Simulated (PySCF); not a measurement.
A calculated (M06-2X, PySCF 2.14, jorge-DZP-DKH, scalar relativity by spin-free X2C-1e) atom or ion has these occupied shells.

```tsv
shell	electrons	orbital energy (eV)	rms radius, mean of both spins (bohr)
1s	2	-68.397	0.672
```

Problem. Name the element and its charge.

Solution. Li+ (lithium, charge +1), in 1s2, closed-shell 1S.
